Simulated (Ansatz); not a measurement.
Computed with Ansatz on PBE0-D4/def2-TZVP structures; ΔE is electronic, products minus reactants. CCSD(T)/CBS is the MP2 limit (def2-TZVPP, def2-QZVPP) plus CCSD(T) − MP2 in def2-TZVPP, frozen cores. This one scheme is used for every species. DFT in def2-TZVPP. Each species was taken in one conformer, which may not be the lowest.

`N[Si](O)(O)O` + `O[SiH2]O` → `O[SiH2]O[Si](O)(O)O` + NH₃  (ligand exchange at the Si–N bond)

```tsv
species	PBE energy (Eh)
`N[Si](O)(O)O`	-572.81248
`O[SiH2]O`	-442.20315
`O[SiH2]O[Si](O)(O)O`	-958.52735
NH₃	-56.51059
```

(1) Work out ΔE.

Largest T1 diagnostic among the species: 0.012.

## Answers

(1) ΔE = (-958.52735) + (-56.51059) − (-572.81248) − (-442.20315) = -0.02231 Eh = -14.0 kcal/mol. CCSD(T)/CBS gives -17.0 kcal/mol.

From PBE to PBE0 (25 % exact exchange), in def2-TZVPP and without D4, ΔE moves by −0.9 kcal/mol. The D4 term adds −1.9 kcal/mol with B3LYP and −1.1 kcal/mol with PBE0; it sums over pairs of atoms, weighted by their polarisabilities, and B3LYP, whose exchange is more repulsive, gets the larger term.

B3LYP here is the variant with VWN-RPA as its local correlation; programs differ in this.
